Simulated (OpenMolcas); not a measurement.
## Tc³⁺: effect of the active space

```
Program             : OpenMolcas 26.06
Method              : CASSCF or its RAS form
Basis               : ANO-RCC-VQZP
Scalar Hamiltonian  : DKH2, point nucleus
Spin-orbit coupling : state interaction with AMFI integrals over the reference wave functions, term energies averaged over their components
```

A. 4 electrons in 5 orbitals (4d); 2S+1 = 5 even, 5 roots; 2S+1 = 3 even, 45 roots; 2S+1 = 1 even, 50 roots; cost about 22 core-seconds
B. 10 electrons in 8 orbitals (RAS1 4p, at most 2 holes; RAS2 4d); 2S+1 = 5 even, 5 roots; 2S+1 = 3 even, 45 roots; 2S+1 = 1 even, 49 roots; cost about 40 core-seconds
C. 4 electrons in 10 orbitals (4d 5d); 2S+1 = 5 even, 5 roots; 2S+1 = 3 even, 45 roots; 2S+1 = 1 even, 49 roots; cost of the order of 110 core-seconds

Energies in cm⁻¹ above 4d⁴ ⁵D₀.

| Level | A | B | C |
| --- | --- | --- | --- |
| 4d⁴ ⁵D₀ | 0.0 | 0.0 | 0.0 |
| 4d⁴ ⁵D₁ | 316 | 344 | 320 |
| 4d⁴ ⁵D₂ | 883 | 948 | 894 |
| 4d⁴ ⁵D₃ | 1635 | 1732 | 1655 |
| 4d⁴ ⁵D₄ | 2521 | 2641 | 2554 |
| 4d⁴ ³H₄ | 18195 | 19204 | 17779 |
| 4d⁴ ³P₀(1) | 18406 | 16165 | 17915 |
| 4d⁴ ³H₅ | 18914 | 20122 | 18538 |
| 4d⁴ ³H₆ | 19579 | 20868 | 19236 |
| 4d⁴ ³P₁(1) | 20143 | 18010 | 19673 |
| 4d⁴ ³F₃(1) [69 %] | 21105 | 20482 | 20650 |
| 4d⁴ ³F₂(1) | 21293 | 20388 | 20832 |
| 4d⁴ ³F₄(1) [75 %] | 21491 | 21008 | 21074 |
| 4d⁴ ³P₂(1) | 22718 | 20681 | 22269 |
| 4d⁴ ³G₃ [69 %] | 23491 | 23627 | 23034 |
| 4d⁴ ³G₄ | 23981 | 24202 | 23537 |
| 4d⁴ ³G₅ | 24408 | 24877 | 24008 |
| 4d⁴ ¹I₆ | 28145 | 30010 | 27642 |
| 4d⁴ ³D₃ | 29348 | 28493 | 28865 |
| 4d⁴ ³D₂ | 29561 | 28612 | 29053 |
| 4d⁴ ³D₁ | 29930 | 29071 | 29422 |
| 4d⁴ ¹G₄(1) | 30223 | 29557 | 29651 |
| 4d⁴ ¹D₂(1) | 36222 | 34346 | 35571 |
| 4d⁴ ¹F₃ | 40772 | 39890 | 40082 |

The spin-orbit steps hold different terms of 4d⁴ (B lacks a ¹S; C lacks a ¹S), which shifts levels as well.

Among A to C the level of the table that moves most is 4d⁴ ¹I₆, by 2400 cm-1 (lowest in C, highest in B).

Without dynamic correlation excited terms often stand tens of per cent too high (terms of higher spin than the ground term too low), and those without a measured partner can miss by more than the paired ones. Active for correlation alone: 4p; no level in the range computed is led by a configuration that opens it, so any true level of that kind is missing (holds for B). Active for correlation alone: 5d; no level in the range computed is led by a configuration that fills it, so any true level of that kind is missing (holds for C). Only configurations of the active space appear. Levels that lie high or do not pair safely by name in every column are left out.

A share in square brackets marks a mixed level and gives the weight of the term that names it, the lowest over the columns. A number in round brackets counts repeated terms of one configuration in the order of the reference energies.
